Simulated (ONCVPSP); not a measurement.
**What one change does to a pseudopotential (Pt (Z = 78), ONCV)**

Pt, optimised norm-conserving Vanderbilt (ONCV), made with ONCVPSP 4.0.1 (LDA (Perdew-Wang 92), fully relativistic). Core [Kr] 4d10 4f14, reference 5s2 5p6 5d7 (charge +3). Waves: 5s: rc 1.55 bohr, ncon 4, nbas 8, qcut 9.9 1/bohr, 2 projectors, debl 1.8 Ha; 5p: rc 1.45 bohr, ncon 4, nbas 8, qcut 11.3 1/bohr, 3 projectors, debl 1.1 Ha; 5d: rc 2.10 bohr, ncon 4, nbas 9, qcut 7.3 1/bohr, 2 projectors, debl 1.8 Ha. Local part: polynomial inside 1.05 bohr (lpopt 5, dvloc0 3 Ha). Core correction: Teter function, fcfact 2.75, rcfact 1.55.

Open shells are filled in proportion to 2j + 1.

In the s channel the program set the typed energies aside and used -5.040, 0.050 Ha. In the p channel the program set the typed energies aside and used -3.194, 0.250, 1.350 Ha (j = l + 1/2; the other j can differ).

All-electron outer shells of the reference configuration (LDA (PZ), scalar-relativistic, ld1.x):

```csv
shell,level (eV),outermost node (bohr),outermost maximum (bohr)
4f,-106.10,–,0.38
5p,-91.15,0.53,0.97
5d,-39.06,0.57,1.23
```

Change: p: qcut 10.4.

Cutoffs: the cutoffs (Ha) at which the residual kinetic energy of the hardest occupied pseudo-wave falls to 1 and 0.1 mHa per electron; they do not see the model core or the augmentation charge, which bear on the density cutoff. Errors are all-electron minus pseudo energies relative to the spin-unpolarised reference configuration.

Predict the effect on cutoff, ghosts and configuration errors.

The potential gets softer (38 Ha and 45 Ha → 35 Ha and 42 Ha); the errors of the 3 common tests hardly move; neither file shows a bound ghost. The waves are optimised to have the least kinetic energy above qcut, so the cutoff follows it (qcut²/2 in Ha).

| quantity | base | changed |
| --- | --- | --- |
| cutoff, loose | 38 Ha | 35 Ha |
| cutoff, tight | 45 Ha | 42 Ha |
| loose cutoff by channel | s 30 Ha, p 38 Ha, d 19 Ha | s 30 Ha, p 35 Ha, d 19 Ha |
| bound ghosts | none | none |
| GHOST(+) flags under 300 eV | s at 166.4 eV | s at 166.4 eV |
| tests with a reliable result | 3 of 4 | 3 of 4 |
| error for 5s2 5p6 5d9 6s1, meV [ΔE -62.34 eV] | -0.3 | -0.2 |
| error for 5s2 5p6 5d9, meV [ΔE -52.79 eV] | -1.3 | -1.3 |
| error for 5s2 5p6 5d8, meV [ΔE -32.51 eV] | -0.6 | -0.6 |
| s: phases at 1.58 bohr within 0.05 rad from the reference energy up to (Ha; the scan ends near 5) | to the end of the scan | to the end of the scan |
| p3/2: phases at 1.48 bohr within 0.05 rad from the reference energy up to (Ha; the scan ends near 5) | to the end of the scan | to the end of the scan |
| p1/2: phases at 1.48 bohr within 0.05 rad from the reference energy up to (Ha; the scan ends near 5) | to the end of the scan | to the end of the scan |
| d5/2: phases at 2.13 bohr within 0.05 rad from the reference energy up to (Ha; the scan ends near 5) | to the end of the scan | to the end of the scan |
| d3/2: phases at 2.13 bohr within 0.05 rad from the reference energy up to (Ha; the scan ends near 5) | to the end of the scan | to the end of the scan |
| rms error of d²Exc/dni dnj with the model core, mHa | 5.23 | 5.21 |
